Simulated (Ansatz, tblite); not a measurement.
Cost and result up the ladder for Ge(NCO)4 (GeC4N4O4) (13 atoms). The state is a singlet with charge 0. Geometry: PBE-D4/def2-SVP.

Cartesian coordinates in Å:
```
Ge -0.0395 -0.1096 -0.0061
N -0.3124 0.6641 1.6078
C 0.1952 0.8078 2.7102
O 0.6101 0.9981 3.7945
N 0.3727 -1.8515 0.2391
C 0.9512 -2.7882 -0.2912
O 1.4861 -3.7413 -0.7264
N 1.3296 0.6809 -0.8925
C 1.6086 1.6876 -1.5272
O 1.9622 2.6224 -2.1480
N -1.5535 0.0483 -0.9824
C -2.7335 0.3518 -0.8885
O -3.8767 0.6296 -0.8892
```

Ansatz on 4 threads of Arm Neoverse V1 on a shared host; xTB runs through tblite on one thread. Times are rough, summed over both states, and most runs start from the orbitals of an earlier one. PBE0-D4/def2-TZVP serves as the yardstick here, not as an exact answer. The other state is a triplet.

The xTB rows come from tblite. HOMO above LUMO, or a gap near zero within one spin, warns that the state may not be the lowest or that an electron is smeared out.

xTB has no spin-polarisation term.

| level | functions | wall time | vertical triplet (eV) | difference from PBE0-D4/def2-TZVP (eV) | remarks |
| --- | --- | --- | --- | --- | --- |
| GFN1-xTB | 57 | 0.027 s | 5.39 | -0.73 | – |
| GFN2-xTB | 57 | 0.029 s | 5.06 | -1.06 | – |
| PBE-D4/def2-TZVP | 420 | 33 s | 5.37 | -0.75 | gap within one spin near zero (triplet) |
| PBE0-D4/def2-TZVP | 420 | 91 s | 6.12 | 0.00 | – |
